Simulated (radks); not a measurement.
Valence configurations of Tl+. Calculated with a radial shooting solver on a logarithmic mesh with Libxc functionals: Dirac Kohn-Sham, PBE, spin-unpolarised, spherical densities, finite nucleus; open shells fill j = l - 1/2 first; Fermi nuclear charge, rms radius 5.4759 fm. Energies are relative to [Hg]; eigenvalues in eV.

| valence | E (eV) | e(4f5/2) | e(4f7/2) | e(5d3/2) | e(5d5/2) | e(6p1/2) |
|---|---|---|---|---|---|---|
| [Hg] | 0.000 | -123.54 | -118.94 | -24.099 | -21.891 | - |
| [Xe] 4f14 5d10 6s1.5 6p0.5 | 3.532 | -124.26 | -119.66 | -24.770 | -22.553 | -9.647 |
| [Xe] 4f14 5d10 6s1 6p1 | 7.108 | -124.95 | -120.35 | -25.420 | -23.194 | -9.995 |
| [Xe] 4f14 5d10 6s0.5 6p1.5 | 10.727 | -125.63 | -121.03 | -26.051 | -23.816 | -10.331 |
| [Xe] 4f14 5d9 6s2 6p1 | 13.852 | -128.92 | -124.31 | -28.189 | -25.863 | -10.763 |
| [Xe] 4f14 5d9.5 6s1 6p1.5 | 14.013 | -127.58 | -122.98 | -27.415 | -25.130 | -10.708 |
| [Xe] 4f14 5d10 6p2 | 14.386 | -126.30 | -121.70 | -26.665 | -24.421 | -10.657 |
| [Xe] 4f13 5d10 6s2 6p1 | 117.90 | -141.85 | -137.12 | -29.923 | -27.425 | -10.851 |
| [Xe] 4f13 5d10 6s1 6p2 | 125.70 | -143.18 | -138.45 | -31.150 | -28.635 | -11.493 |
| [Xe] 4f12 5d10 6s2 6p2 | 252.78 | -160.85 | -155.97 | -35.957 | -33.166 | -12.357 |

NIST lists [Hg] as the ground configuration; this level of theory agrees among the configurations tried. The energies are those of spherical spin-averaged densities, not of single terms.
